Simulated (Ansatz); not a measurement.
The cluster FeCl₂ (the lowest singlet isomer of a short search), 3 atoms. Hardware: 4 threads of Intel Xeon on a shared host.

Correlated methods freeze 15 core orbitals; core or outer-core shells of Fe are correlated, in sets that lack core-valence functions.

**Question.** How many basis functions does each of these Ansatz runs have, and roughly what does it cost? MP2/def2-TZVP, charge 0 quintet, energy, from earlier orbitals; PBE0-D4/def2-TZVP, charge 0 singlet, energy, from earlier orbitals; PBE with 35 % exact exchange/def2-TZVP, charge 0 singlet, energy, from earlier orbitals; RPA@PBE/def2-TZVP, charge 0 triplet, energy, from earlier orbitals; PBE0-D4/def2-TZVPD, charge -1 doublet at the geometry of the charge 0 singlet, energy; PBE0-D4/def2-TZVP, charge 0 quintet, energy, from earlier orbitals; MP2/def2-TZVP, charge 0 singlet, energy, from earlier orbitals; PBE0-D4/def2-TZVPD, charge 0 singlet, energy, from earlier orbitals; PBE with 35 % exact exchange/def2-TZVP, charge 0 triplet, energy, from earlier orbitals; BLYP-D4/def2-TZVP, charge 0 quintet, energy, from earlier orbitals; r2SCAN-D4/def2-TZVP, charge 0 unrestricted singlet, energy, from earlier orbitals; CCSD(T)/def2-TZVPD, charge -1 doublet at the geometry of the charge 0 singlet, energy, from earlier orbitals.

**Answer.** Other jobs shared the machine, so times can vary by a factor of up to 3. A dash marks memory too small to be measured apart from the calling script's.

```
                                                                                                         run  functions  fitting or Cholesky vectors  wall time  peak host memory (GiB)
                                              MP2/def2-TZVP, charge 0 quintet, energy, from earlier orbitals        119                          859      4.2 s                       –
                                          BLYP-D4/def2-TZVP, charge 0 quintet, energy, from earlier orbitals        119                          948      9.1 s                       –
                     PBE with 35 % exact exchange/def2-TZVP, charge 0 singlet, energy, from earlier orbitals        119                         1119       14 s                       –
                                              MP2/def2-TZVP, charge 0 singlet, energy, from earlier orbitals        119                          859       15 s                       –
                                         PBE0-D4/def2-TZVPD, charge 0 singlet, energy, from earlier orbitals        140                         1158       20 s                       –
                     PBE with 35 % exact exchange/def2-TZVP, charge 0 triplet, energy, from earlier orbitals        119                          859       23 s                       –
                                          PBE0-D4/def2-TZVP, charge 0 singlet, energy, from earlier orbitals        119                         1067       23 s                       –
                                          PBE0-D4/def2-TZVP, charge 0 quintet, energy, from earlier orbitals        119                          859       28 s                       –
                                          RPA@PBE/def2-TZVP, charge 0 triplet, energy, from earlier orbitals        119                          859       51 s                       –
                           r2SCAN-D4/def2-TZVP, charge 0 unrestricted singlet, energy, from earlier orbitals        119                          948       64 s                       –
CCSD(T)/def2-TZVPD, charge -1 doublet at the geometry of the charge 0 singlet, energy, from earlier orbitals        140                          980    2.3 min                     1.4
                       PBE0-D4/def2-TZVPD, charge -1 doublet at the geometry of the charge 0 singlet, energy        140                         1158    2.8 min                    0.78
```
